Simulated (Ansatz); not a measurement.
Total energies of HI₃OTi, SMILES `[OH][Ti]([I])([I])[I]`.

Z-matrix (Å, degrees):
```
Ti
I 1 2.547
I 1 2.547 2 108.7
O 1 1.735 2 109.3 3 119.3
I 1 2.549 2 109.7 3 -120.0
H 4 0.957 1 157.9 2 -59.6
```

Charge 0, multiplicity 1. Correlated methods include outer-core shells of I, Ti, which these sets cover unevenly. Scalar relativity is left out up to krypton. I takes the def2 core potential. Geometry: relaxed with PBE0-D4/def2-TZVP. It is one conformer, not always the lowest. Basis def2-TZVPP, the Gaussian-basis code of Ansatz.

RPA on PBE orbitals: Hartree–Fock energy of these orbitals -1813.97082 Eh, correlation -2.87847 Eh (frozen core).

```
             functional  energy without D4 (Eh)  D4 term (kJ/mol)
            LDA (SPW92)             -1814.91489                 –
                    PBE             -1818.38088             -31.1
                 revPBE             -1818.70821             -58.9
                   BLYP             -1818.56528             -62.5
                 r2SCAN             -1818.99908              -6.7
                 B97M-V             -1818.41952                 –
                   PBE0             -1818.45209             -27.6
                  B3LYP             -1818.99611             -51.8
                r2SCANh             -1818.94333              -7.7
                r2SCAN0             -1818.86264              -8.9
HSE06 (plane-wave form)             -1818.43663             -26.9
                  BHLYP             -1818.45743             -55.2
              CAM-B3LYP             -1818.70014             -30.1
                LC-ωPBE             -1818.55343                 –
                ωB97X-V             -1818.49374                 –
                ωB97M-V             -1818.55153                 –
                 B2PLYP             -1818.00114                 –
               PBE-QIDH             -1817.88033                 –
```

B3LYP takes the VWN-RPA correlation (the form of Gaussian; ORCA's B3LYP/G). HSE06 is the plane-wave form, built on full-range PBE exchange. The double hybrids freeze the cores in their second-order part.

LC-ωPBE has ω = 0.4 bohr⁻¹.
